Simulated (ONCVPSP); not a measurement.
## Hg (Z = 80): one change to an ONCV potential, before and after

| Quantity | Value |
| --- | --- |
| Element | Hg (Z = 80) |
| Generator | ONCVPSP 4.0.1 |
| Type | optimised norm-conserving Vanderbilt (ONCV) |
| Functional | PBEsol |
| Relativity | scalar-relativistic |
| Frozen core | [Kr] 4d10 4f14 |
| Valence charge | 20 |
| Reference configuration | 5s2 5p6 5d10 (charge +2) |
| Partial waves | 5s: rc 1.50 bohr, ncon 4, nbas 8, qcut 10.5 1/bohr, 1 projector; 5p: rc 1.35 bohr, ncon 3, nbas 7, qcut 8.5 1/bohr, 2 projectors, debl 1.8 Ha; 5d: rc 2.20 bohr, ncon 4, nbas 8, qcut 6 1/bohr, 2 projectors, debl 3.2 Ha |
| Local potential | polynomial inside 1.35 bohr (lpopt 5, dvloc0 2 Ha) |
| Core correction | none |

In the p channel the program set the typed energies aside and used -3.153, 0.250 Ha.

Change: s: qcut 11.4.

Cutoffs: the cutoffs (Ha) at which the residual kinetic energy of the hardest occupied pseudo-wave falls to 1 and 0.1 mHa per electron; they do not see the model core or the augmentation charge, which bear on the density cutoff. Errors are all-electron minus pseudo energies relative to the spin-unpolarised reference configuration.

**Question.** What does the change do?

**Answer.** The potential gets harder (34 Ha and 40 Ha → 39 Ha and 46 Ha); the number of tests with a reliable result goes from 4 to 2; neither file shows a bound ghost. The waves are optimised to have the least kinetic energy above qcut, so the cutoff follows it (qcut²/2 in Ha).

```tsv
quantity	base	changed
cutoff, loose	34 Ha	39 Ha
cutoff, tight	40 Ha	46 Ha
loose cutoff by channel	s 34 Ha, p 28 Ha, d 16 Ha	s 39 Ha, p 28 Ha, d 16 Ha
bound ghosts	none	none
GHOST(+) flags under 300 eV	none	none
tests with a reliable result	4 of 4	2 of 4
error for 5s2 5p6 5d9, meV [ΔE 35.55 eV]	+16	+16
error for 5s2 5p6 5d8, meV [ΔE 85.34 eV]	+113	+113
s: phases at 1.52 bohr within 0.05 rad from the reference energy up to (Ha; the scan ends near 5)	-1.6	-1.6
p: phases at 1.37 bohr within 0.05 rad from the reference energy up to (Ha; the scan ends near 5)	4.4	4.4
d: phases at 2.23 bohr within 0.05 rad from the reference energy up to (Ha; the scan ends near 5)	to the end of the scan	to the end of the scan
```
